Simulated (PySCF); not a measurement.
C3H9B, charge +1, doublet, at a GFN2-xTB geometry (a state made from the parent by changing its charge; the spin is typed, not shown lowest); PySCF with PBE/6-31G.

Input for PySCF:
```python
from pyscf import gto, scf, dft

mol = gto.Mole()
mol.atom = '''
    B    -0.056476    0.055172   -0.053643
    C     1.514119   -0.137915   -0.226172
    H     2.027557   -0.855002    0.405588
    H     1.941044    0.848532   -0.034247
    H     1.655295   -0.431612   -1.268203
    C    -0.492035   -0.769523    1.236312
    H    -1.342356   -1.375379    0.917082
    H    -0.798085   -0.013843    1.962574
    H     0.233452   -1.419850    1.713489
    C    -0.976054    0.864609   -0.965494
    H    -1.853923    1.283592   -0.467070
    H    -1.363510    0.232707   -1.769887
    H    -0.493276    1.711972   -1.458981
'''
mol.basis = '6-31g'
mol.charge = 1
mol.spin = 1
mol.verbose = 4
mol.build()

mf = dft.UKS(mol)
mf.xc = 'pbe'
mf.init_guess = 'atom'
mf.kernel()
mf.analyze()
```

Output, abridged:

```
PySCF version 2.14.0

[INPUT] verbose = 4
[INPUT] num. atoms = 13
[INPUT] num. electrons = 31
[INPUT] charge = 1
[INPUT] spin (= nelec alpha-beta = 2S) = 1
[INPUT] symmetry False subgroup None
[INPUT] Mole.unit = angstrom
[INPUT] Symbol           X                Y                Z      unit          X                Y                Z       unit  Magmom
[...]
nuclear repulsion = 113.20569482692
number of shells = 38
number of NR pGTOs = 124
number of NR cGTOs = 54
basis = 6-31g
ecp = {}

******** <class 'pyscf.dft.uks.UKS'> ********
method = UKS
initial guess = atom
damping factor = 0
level_shift factor = 0
DIIS = <class 'pyscf.scf.diis.CDIIS'>
diis_start_cycle = 1
diis_space = 8
diis_damp = 0
SCF conv_tol = 1e-09
SCF conv_tol_grad = None
SCF max_cycles = 50
direct_scf = True
direct_scf_tol = 1e-13
number electrons alpha = 16  beta = 15
XC library pyscf.dft.libxc version 7.1.2
    S. Lehtola, C. Steigemann, M. J. T. Oliveira, and M. A. L. Marques,  SoftwareX 7, 1–5 (2018)
XC functionals = pbe
    J. P. Perdew, K. Burke, and M. Ernzerhof,  Phys. Rev. Lett. 77, 3865 (1996)
    J. P. Perdew, K. Burke, and M. Ernzerhof,  Phys. Rev. Lett. 78, 1396 (1997)
    J. P. Perdew, K. Burke, and M. Ernzerhof,  Phys. Rev. Lett. 77, 3865 (1996)
    J. P. Perdew, K. Burke, and M. Ernzerhof,  Phys. Rev. Lett. 78, 1396 (1997)
radial grids:
    Treutler-Ahlrichs [JCP 102, 346 (1995); DOI:10.1063/1.469408] (M4) radial grids

becke partition: Becke, JCP 88, 2547 (1988); DOI:10.1063/1.454033
pruning grids: <function nwchem_prune>
grids dens level: 3
symmetrized grids: False
atomic radii adjust function: <function treutler_atomic_radii_adjust>
small_rho_cutoff = 0
Set gradient conv threshold to 3.16228e-05
Spherically averaged atomic HF for {'B', 'H', 'C'}

******** <class 'pyscf.scf.atom_hf.AtomSphAverageRHF'> ********
method = AtomSphAverageRHF
initial guess = minao
damping factor = 0
level_shift factor = 0
DIIS = <class 'pyscf.scf.diis.CDIIS'>
diis_start_cycle = 1
diis_space = 8
diis_damp = 0
SCF conv_tol = 1e-09
SCF conv_tol_grad = None
SCF max_cycles = 50
direct_scf = True
direct_scf_tol = 1e-13
atom = B
Set gradient conv threshold to 3.16228e-05
Initial guess from minao.
init E= -24.33682551656
cycle= 1 E= -24.3562286898618  delta_E= -0.0194  |g|=    0  |ddm|= 0.248
cycle= 2 E= -24.3567205806999  delta_E= -0.000492  |g|=    0  |ddm|= 0.0647
cycle= 3 E= -24.3567345428601  delta_E= -1.4e-05  |g|=    0  |ddm|= 0.00523
cycle= 4 E= -24.3567348912184  delta_E= -3.48e-07  |g|=    0  |ddm|= 0.00258
cycle= 5 E= -24.3567348914024  delta_E= -1.84e-10  |g|=    0  |ddm|= 4.23e-05
Extra cycle  E= -24.3567348914024  delta_E= 1.42e-14  |g|=    0  |ddm|= 7.37e-08
Atomic HF for atom  B  converged. SCF energy = -24.3567348914024

******** <class 'pyscf.scf.atom_hf.AtomSphAverageRHF'> ********
method = AtomSphAverageRHF
initial guess = minao
damping factor = 0
level_shift factor = 0
DIIS = <class 'pyscf.scf.diis.CDIIS'>
diis_start_cycle = 1
diis_space = 8
diis_damp = 0
SCF conv_tol = 1e-09
SCF conv_tol_grad = None
SCF max_cycles = 50
direct_scf = True
direct_scf_tol = 1e-13
atom = C
Set gradient conv threshold to 3.16228e-05
Initial guess from minao.
init E= -37.2760277011609
cycle= 1 E= -37.3124925813144  delta_E= -0.0365  |g|=    0  |ddm|= 0.352
cycle= 2 E= -37.3151528640331  delta_E= -0.00266  |g|=    0  |ddm|= 0.13
cycle= 3 E= -37.3153722895858  delta_E= -0.000219  |g|=    0  |ddm|= 0.0234
cycle= 4 E= -37.3153754157194  delta_E= -3.13e-06  |g|=    0  |ddm|= 0.00545
cycle= 5 E= -37.3153754158137  delta_E= -9.42e-11  |g|=    0  |ddm|= 1.35e-05
Extra cycle  E= -37.3153754158138  delta_E= -1.28e-13  |g|=    0  |ddm|= 1.01e-06
Atomic HF for atom  C  converged. SCF energy = -37.3153754158138

******** 1 electron system ********
Atomic HF for atom  H  converged. SCF energy = -0.49823291072907

tot grids = 144672
init E= -144.665505068741

cycle= 1 E= -143.700331355656  delta_E= 0.965  |g|= 0.755  |ddm|= 2.31
[...]
converged SCF energy = -143.994346265547  <S^2> = 0.75119074  2S+1 = 2.0011904
Total Energy =                        -143.994346265547108
[...]
Two-electron Coulomb Energy =          174.789773021770202
DFT Exchange-Correlation Energy =      -23.169715033736733
**** MO energy ****
                             alpha | beta                alpha | beta
[...]
To work with the spin densities directly, `use mulliken_meta_spin()` only printing them here.

 ** Mulliken spin pop alpha/beta on meta-lowdin orthogonal AOs **
 ** Mulliken Spin Density (per AO)  **
spin_pop of  0 B 1s       -0.00001
spin_pop of  0 B 2s       -0.00564
spin_pop of  0 B 3s        0.00069
spin_pop of  0 B 2px       0.10998
spin_pop of  0 B 2py       0.00922
spin_pop of  0 B 2pz       0.05733
spin_pop of  0 B 3px       0.00242
spin_pop of  0 B 3py       0.00044
spin_pop of  0 B 3pz       0.00138
spin_pop of  1 C 1s       -0.00000
spin_pop of  1 C 2s        0.01563
spin_pop of  1 C 3s        0.00007
spin_pop of  1 C 2px       0.22194
spin_pop of  1 C 2py       0.01687
spin_pop of  1 C 2pz       0.06516
spin_pop of  1 C 3px       0.00070
spin_pop of  1 C 3py       0.00013
spin_pop of  1 C 3pz       0.00019
spin_pop of  2 H 1s       -0.00579
spin_pop of  2 H 2s        0.00016
spin_pop of  3 H 1s        0.02086
spin_pop of  3 H 2s        0.00020
spin_pop of  4 H 1s        0.03297
spin_pop of  4 H 2s        0.00026
spin_pop of  5 C 1s       -0.00000
spin_pop of  5 C 2s        0.01563
spin_pop of  5 C 3s        0.00007
spin_pop of  5 C 2px       0.14362
spin_pop of  5 C 2py       0.02586
spin_pop of  5 C 2pz       0.13450
spin_pop of  5 C 3px       0.00022
spin_pop of  5 C 3py       0.00028
spin_pop of  5 C 3pz       0.00052
spin_pop of  6 H 1s        0.03297
spin_pop of  6 H 2s        0.00026
spin_pop of  7 H 1s        0.02086
spin_pop of  7 H 2s        0.00020
spin_pop of  8 H 1s       -0.00579
spin_pop of  8 H 2s        0.00016
spin_pop of  9 C 1s       -0.00000
spin_pop of  9 C 2s       -0.00182
spin_pop of  9 C 3s        0.00003
spin_pop of  9 C 2px       0.02135
spin_pop of  9 C 2py      -0.00147
spin_pop of  9 C 2pz       0.01058
spin_pop of  9 C 3px       0.00036
spin_pop of  9 C 3py       0.00012
spin_pop of  9 C 3pz       0.00019
spin_pop of  10 H 1s        0.02851
spin_pop of  10 H 2s        0.00015
spin_pop of  11 H 1s       -0.00117
spin_pop of  11 H 2s        0.00000
spin_pop of  12 H 1s        0.02851
spin_pop of  12 H 2s        0.00015
 ** Mulliken Spin Density (per atom)  **
spin density of  0 B =      0.17581
spin density of  1 C =      0.32069
spin density of  2 H =     -0.00563
spin density of  3 H =      0.02106
spin density of  4 H =      0.03323
spin density of  5 C =      0.32069
spin density of  6 H =      0.03323
spin density of  7 H =      0.02106
spin density of  8 H =     -0.00563
spin density of  9 C =      0.02934
spin density of  10 H =      0.02865
spin density of  11 H =     -0.00117
spin density of  12 H =      0.02865
 ** Mulliken pop alpha/beta on meta-lowdin orthogonal AOs **
 ** Mulliken pop       alpha | beta **
In total            16.00000 | 15.00000
 ** Mulliken atomic charges   ( Nelec_alpha | Nelec_beta ) **
charge of  0B =      0.30357  (     2.43612      2.26031 )
charge of  1C =     -0.31929  (     3.31999      2.99930 )
charge of  2H =      0.17595  (     0.40921      0.41484 )
charge of  3H =      0.21150  (     0.40478      0.38372 )
charge of  4H =      0.21286  (     0.41019      0.37696 )
charge of  5C =     -0.31930  (     3.31999      2.99931 )
charge of  6H =      0.21285  (     0.41019      0.37696 )
charge of  7H =      0.21150  (     0.40478      0.38372 )
charge of  8H =      0.17596  (     0.40921      0.41484 )
charge of  9C =     -0.42811  (     3.22872      3.19938 )
charge of  10H =      0.18591  (     0.42137      0.39272 )
charge of  11H =      0.19069  (     0.40407      0.40524 )
charge of  12H =      0.18590  (     0.42138      0.39272 )

WARN: System has nonzero charge 1; the dipole moment is origin-dependent.
Location of origin: [0. 0. 0.]

Dipole moment(X, Y, Z, Debye):  0.37381, -0.31430,  0.37710
```
